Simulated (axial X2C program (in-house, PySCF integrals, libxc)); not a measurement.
# Worked dissociation energy of TeI⁺: HF, spin-free

Computed with an in-house all-electron X2C program for linear molecules (integrals from PySCF). Spin-free means the one-electron spin-free X2C Hamiltonian. Basis: I dyall-cv3z [11s12p8d4f1g], Te dyall-cv3z [11s12p8d4f1g] (cores contracted in-house); Gaussian nuclei, density fitting, unrestricted open shells. Masses: I 126.904 u, Te 129.906 u.

Molecular state: M_S = 1, Λ = 0 (beyond evenly filled blocks: π+α, π-α).

```
E(I) (2M_S = 1, M_L = 0)   : -7112.757757 hartree
E(Te+) (2M_S = 3, M_L = 0) : -6790.663864 hartree
E(TeI⁺) at Re              : -13903.453911 hartree
ωe                         : 236.5 cm⁻¹
ωexe                       : 1.14 cm⁻¹
```

**Question.** Work out De and D0.

**Answer.** De = -7112.757757 + (-6790.663864) − (-13903.453911) = 0.03229 hartree = 0.879 eV. The zero-point energy is ωe/2 − ωexe/4 = 118 cm⁻¹ = 0.015 eV, so D0 = 0.864 eV.

The state is a single determinant with fixed occupations, the lowest that a limited PBE0 search found. De is counted from the lowest determinant-based energies of the atoms at the same level, without counterpoise correction. Other states lie close and PBE0, whose exact exchange favours high spin, may order them wrongly; the determinant shown need not be the ground state. The nearest other spin-free determinant of the search, M_S = 0, Λ = 2, lies 0.68 eV up at the distance of the search. The determinant is spin-polarised beyond a pure state at some levels (its spin-free form has ⟨S²⟩ too high), which makes Re and μ there less reliable. Spin-free De lacks the spin–orbit lowering of the heavy p-block atom, a tenth of an eV or more for 4p and 5p, up to an eV for 6p and one to two eV for 7p atoms, less what an open-shell molecule gains itself.

Hartree–Fock lacks correlation and underbinds, often by eV.

Each atomic determinant is the lowest at this level and need not be a pure term. Totals compare only within one Hamiltonian and basis.
